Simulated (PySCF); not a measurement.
# Dipole response of Ho²⁺ (holmium, charge +2)

[Xe] 4f10 6s1, one real determinant (an excited configuration). Computed with PySCF 2.14 in ANO-RCC-VTZP (8s7p5d3f2g1h, 104 functions), with the spin-free X2C one-electron Hamiltonian (Gaussian nucleus). Coupled (time-dependent) response in atomic units; α is the mean over directions. The basis has no added diffuse functions, which lowers α and C₆.

```json
{"method": "UHF", "mean α (bohr³)": "46.79", "α xx, yy, zz": "49.24, 49.24, 41.89", "C₆ (like pair)": "329.4", "S(−4)": "1614"}
```

S(−4) is the Cauchy moment in α(ω) = α(0) + S(−4) ω² + …

Spin-orbit coupling is absent.

α(iu) at UHF:

```json
{"u (hartree)": "0", "α(iu) (bohr³)": "46.79"}
{"u (hartree)": "0.0500", "α(iu) (bohr³)": "43.11"}
{"u (hartree)": "0.100", "α(iu) (bohr³)": "35.14"}
{"u (hartree)": "0.200", "α(iu) (bohr³)": "21.34"}
{"u (hartree)": "0.300", "α(iu) (bohr³)": "14.10"}
{"u (hartree)": "0.500", "α(iu) (bohr³)": "8.261"}
{"u (hartree)": "0.750", "α(iu) (bohr³)": "5.611"}
{"u (hartree)": "1.00", "α(iu) (bohr³)": "4.300"}
{"u (hartree)": "1.50", "α(iu) (bohr³)": "2.885"}
{"u (hartree)": "2.00", "α(iu) (bohr³)": "2.105"}
{"u (hartree)": "3.00", "α(iu) (bohr³)": "1.289"}
{"u (hartree)": "5.00", "α(iu) (bohr³)": "0.6452"}
```

A single London oscillator, α(iu) = α/(1 + u²/ω²), gives C₆ = (3/4) ω α². Matching the computed C₆ needs ω = 4 × 329.4 / (3 × 46.79²) = 0.201 hartree.

For an ion, C₆ is the dispersion term alone; charge-induced terms of lower order in 1/R come first.

The components differ because the open shell of this determinant is not spherical; for a pure term their mean is the scalar polarisability.

⟨L²⟩ = 34.07 against 42 for a pure I term, so this real determinant mixes terms. Spin-orbit coupling, absent here, splits the open shell strongly.
